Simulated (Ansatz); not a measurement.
Conformers of H4Se3Si (`[SeH][SiH]([SeH])[SeH]`), each relaxed with PBE0-D4/def2-TZVP in Ansatz. CBS adds the triple-zeta coupled-cluster correction to the MP2 limit.

Outer-core shells of Se are correlated without core-valence functions. Scalar relativity is left out up to krypton. Spin–orbit coupling is left out.

Not all of them had a frequency check.

Conformer A:

```xyz
8

Se   -0.016    0.551   -2.171
Si   -0.003    0.077    0.049
Se    1.881   -1.104    0.509
Se   -1.794   -1.243    0.502
H     1.062    1.544   -2.039
H    -0.052    1.322    0.853
H     1.670   -1.013    1.963
H    -2.746   -0.134    0.334
```

Conformer B:

Z-matrix (Å, degrees):
```
Si
Se 1 2.273
Se 1 2.272 2 106.2
Se 1 2.270 2 115.4 3 -119.5
H 1 1.482 2 110.6 3 123.0
H 2 1.471 1 92.8 3 -171.0
H 3 1.471 1 93.2 2 49.4
H 4 1.469 1 92.5 2 52.2
```

Problem. Which is lowest in electronic energy at CCSD(T)/CBS (frozen core, def2 sets), and by how much? (Best estimate.)

Solution. Computed: B; A lies 1.2 kJ/mol higher. Gaps under about 2 kJ/mol don't settle the order.

Problem. Give the energies relative to B (kJ/mol) with r2SCAN-D4/def2-TZVPP, B3LYP-D4/def2-TZVPP, HF/def2-TZVPP, MP2/def2-TZVPP, SCS-MP2/def2-TZVPP, MP2/def2-QZVPP, MP2/CBS(def2). (Best estimate.)

Solution. Computed: 
```tsv
level	A
r2SCAN-D4/def2-TZVPP	1.5
B3LYP-D4/def2-TZVPP	0.9
HF/def2-TZVPP	0.0
MP2/def2-TZVPP	1.3
SCS-MP2/def2-TZVPP	1.0
MP2/def2-QZVPP	1.4
MP2/CBS(def2)	1.4
```

B3LYP here is the variant with VWN-RPA as its local correlation; programs differ in this.
